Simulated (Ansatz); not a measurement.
`C[NH][Ge]([O]C)([O]C)[O]C` and `C[O][Ge]([O]C)([O]C)[O]C` differ in one atom or group.

Ansatz, PBE0-D4/def2-TZVP geometries, multiplicity 1. Each molecule was computed in one conformer, which needn't be the lowest.

Scalar relativity is left out up to krypton.

```tsv
property	`C[NH][Ge]([O]C)([O]C)[O]C`
LUMO energy (ωB97M-V/def2-TZVPP) / eV	2.07
HOMO–LUMO gap (B3LYP/def2-TZVPP) / eV	6.88
HOMO energy (PBE0/def2-TZVPP) / eV	-6.98
HOMO energy (ωB97M-V/def2-TZVPP) / eV	-9.35
HOMO–LUMO gap (PBE0/def2-TZVPP) / eV	7.44
size of the dipole moment (ωB97M-V/def2-TZVPP) / D	1.69
```

Problem. Give the same properties after the change, and the shifts. (An estimate is asked.)

Solution. Computed: 
```tsv
property	`C[O][Ge]([O]C)([O]C)[O]C`	shift
LUMO energy (ωB97M-V/def2-TZVPP) / eV	2.11	0.04
HOMO–LUMO gap (B3LYP/def2-TZVPP) / eV	7.79	0.91
HOMO energy (PBE0/def2-TZVPP) / eV	-8.09	-1.11
HOMO energy (ωB97M-V/def2-TZVPP) / eV	-10.54	-1.19
HOMO–LUMO gap (PBE0/def2-TZVPP) / eV	8.37	0.93
size of the dipole moment (ωB97M-V/def2-TZVPP) / D	0.00	-1.69
```

With PBE0 the HOMO falls by 1.11 eV and the LUMO falls by 0.19 eV, so the gap widens by about 0.92 eV. PBE moves the HOMO by -0.91 eV and ωB97M-V by -1.19 eV.

B3LYP here is the variant with VWN-RPA as its local correlation; programs differ in this.
